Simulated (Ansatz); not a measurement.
Job for Ansatz (an electronic-structure program): R-CCSD(T)/aug-cc-pV(D+d)Z on H2 (SMILES [H][H]). Files ending in .json are basis or fitting sets from the Basis Set Exchange.

Ansatz 0.2 input:
```yaml
crystal:
  periodic: [false, false, false]
  atoms:
    - {symbol: H, position_ang: [-0.61203198, 0.30408096, 0.13778172]}
    - {symbol: H, position_ang: [0.03070897, 0.26850090, -0.23557631]}
basis:
  gaussian:
    orbitals: aug-cc-pV_D+d_Z.json
magnetization: {spin_polarized: false}
correlation: {method: ccsd_t, electrons: outside_noble_gas}
scf: {lower_state_search: off}
```

The log:

```
WARN ansatz: RAYON_NUM_THREADS=1 ignored (pool sized by the plan → 1); use --threads N
Functional definition: HF
these checks for a lower state are left out or cut short: stability, starts, cluster_reference, orbital_swaps, neighbouring_geometries, increment
integrals: 0.00 GiB planned
166 factors; integrals over basis functions are off by at most 9.6e-4 eV
mean field: 0.03 GiB planned
mean field evaluation 1: about -30.6233 eV, gradient 3.8e0 eV
mean field evaluation 2: about -30.6223 eV, gradient 3.8e0 eV
mean field evaluation 4: about -30.7166 eV, gradient 5.7e-2 eV
mean field evaluation 8: about -30.7166 eV, gradient 3.7e-6 eV
mean field -30.71661228 eV, -1.1288146808 hartree, gradient 3.7e-6 eV, S^2 0.000000; 0 other end points of the search recorded, 0 dependent functions left out
reference -30.71661228 eV, -1.1288146808 hartree; 1, 1 occupied and 17, 17 virtual orbitals, 166 factors
second order -0.74345054 eV of doubles, -0.00000000 eV of singles
coupled cluster: 0.04 GiB planned
cycle   1  -0.90881084 eV  change   -1.7e-1 eV  update   2.6e-2
cycle   2  -0.97523467 eV  change   -6.6e-2 eV  update   9.0e-3
cycle   3  -0.97632607 eV  change   -1.1e-3 eV  update   1.2e-3
cycle   4  -0.97638242 eV  change   -5.6e-5 eV  update   1.5e-4
cycle   5  -0.97634942 eV  change    3.3e-5 eV  update   2.1e-5
cycle   6  -0.97634886 eV  change    5.6e-7 eV  update   4.9e-6
cycle   7  -0.97635077 eV  change   -1.9e-6 eV  update   8.0e-7
perturbative correction 0.00000000 eV, 0.0000000000 hartree
Total energy: -31.69296304 eV, -1.1646949096 hartree
Checks for a lower state left out: stability, starts, cluster_reference, orbital_swaps, neighbouring_geometries, increment
```

Self-consistency was reached.

Cost: around 0.21 core-seconds (rough).
